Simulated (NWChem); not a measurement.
System: Si2NH6, doublet; SMILES [SiH3][N][SiH3]

Computed with NWChem. Spin-unrestricted. Structure relaxed at the B3LYP/6-31G* (spherical d), spin-unrestricted level. No stability test was run on the SCF state. Level: M06-2X/def2-SVP with SMD (1 M gas to 1 M solution), gas-phase geometry. Reactions with the solvent are ignored.

For solvent water:

```yaml
solvation free energy (kcal/mol): 2.1
cavity-dispersion-structure term (kcal/mol): 3.3
```

What are these values for solvent tetrahydrofuran?


| Property | Value |
|---|---|
| solvation free energy (kcal/mol) | -0.6 |
| cavity-dispersion-structure term (kcal/mol) | 0.5 |
